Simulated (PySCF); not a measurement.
C₇H₁₀Ge.
SMILES with atom numbers: `[CH2:1]=[CH:2][C:3]#[C:4]/[CH:5]=[C:6](\[CH3:7])[GeH3:8]` (hydrogens: H9, H10 on C1; H11 on C2; H12 on C5; H13, H14, H15 on C7; H16, H17, H18 on Ge8)

The calculation used TDDFT CAM-B3LYP/def2-SVPD, vertical, gas phase, core orbitals frozen in the response (PySCF 2.14.0, density-fitted response routines). Geometry: PBE0-D3(BJ)/def2-SVP; no solvent, vibrations or thermal averaging. The CAM-B3LYP/def2-SVPD calculation is non-relativistic and has no spin–orbit coupling, an omission that weighs most on germanium.

```json
{"state": "S1", "E (eV)": "4.52", "λ (nm)": "274.1", "ν̃ (cm⁻¹)": "36480", "f": "0.815", "main configurations (H = HOMO, L = LUMO)": "H→L (92%)"}
{"state": "S2", "E (eV)": "4.74", "λ (nm)": "261.8", "ν̃ (cm⁻¹)": "38190", "f": "0.0001", "main configurations (H = HOMO, L = LUMO)": "H-1→L (97%)"}
{"state": "S3", "E (eV)": "5.62", "λ (nm)": "220.6", "ν̃ (cm⁻¹)": "45330", "f": "0.0008", "main configurations (H = HOMO, L = LUMO)": "H→L+2 (41%), H→L+1 (29%), H→L+10 (11%)"}
{"state": "S4", "E (eV)": "6.28", "λ (nm)": "197.4", "ν̃ (cm⁻¹)": "50650", "f": "0.0070", "main configurations (H = HOMO, L = LUMO)": "H→L+1 (49%), H→L+6 (18%), H→L+7 (8%)"}
{"state": "S5", "E (eV)": "6.36", "λ (nm)": "195.0", "ν̃ (cm⁻¹)": "51280", "f": "0.0010", "main configurations (H = HOMO, L = LUMO)": "H-3→L (77%), H-3→L+3 (11%)"}
{"state": "S6", "E (eV)": "6.55", "λ (nm)": "189.4", "ν̃ (cm⁻¹)": "52790", "f": "0.0001", "main configurations (H = HOMO, L = LUMO)": "H→L+3 (76%), H-2→L (20%)"}
{"state": "S7", "E (eV)": "6.66", "λ (nm)": "186.2", "ν̃ (cm⁻¹)": "53700", "f": "0.0016", "main configurations (H = HOMO, L = LUMO)": "H→L+4 (68%)"}
{"state": "S8", "E (eV)": "6.80", "λ (nm)": "182.2", "ν̃ (cm⁻¹)": "54870", "f": "0.070", "main configurations (H = HOMO, L = LUMO)": "H-2→L (68%), H→L+3 (18%)"}
{"state": "S9", "E (eV)": "7.02", "λ (nm)": "176.7", "ν̃ (cm⁻¹)": "56610", "f": "0.0057", "main configurations (H = HOMO, L = LUMO)": "H→L+2 (23%), H→L+7 (22%), H→L+5 (17%)"}
{"state": "S10", "E (eV)": "7.13", "λ (nm)": "173.9", "ν̃ (cm⁻¹)": "57520", "f": "0.0019", "main configurations (H = HOMO, L = LUMO)": "H→L+5 (63%), H→L+2 (13%), H→L+4 (9%)"}
```

Triplets (Tamm–Dancoff): T1 2.69 eV, H→L (91%); T2 4.03 eV, H-2→L (48%), H→L+3 (42%); T3 4.49 eV, H-1→L (92%); T4 5.43 eV, H→L+2 (39%), H→L+1 (20%), H→L+10 (14%).

The lowest singlet comes at 274 nm (436 kJ/mol) in the ultraviolet; it is strong; its leading configuration is HOMO→LUMO (92%). The lowest level is also the most intense of those listed (f = 0.815). Löwdin shares by element: HOMO carbon 66% or more (atoms not listed hold the other 34%); LUMO carbon 60% or more (atoms not listed hold the other 40%). The oscillator strengths of these states sum to 0.903; summed over the whole spectrum of an exact calculation they would give the number of electrons, 84 (Thomas–Reiche–Kuhn). Of the 10 states listed, 2 reach f = 0.01 and 2 stay under 0.0005. Orbital energies (eV): HOMO-3 -10.21, HOMO-2 -9.79, HOMO-1 -9.10, HOMO -7.55, LUMO -0.56, LUMO+1 0.90, LUMO+2 1.35. All these states lie below the vertical ionisation energy of 8.09 eV (ΔSCF). Only the lowest 10 singlets were computed, as vertical energies without vibronic structure.

On Arm Neoverse V1, one thread, on a shared host, this took 3.1 min of wall time.
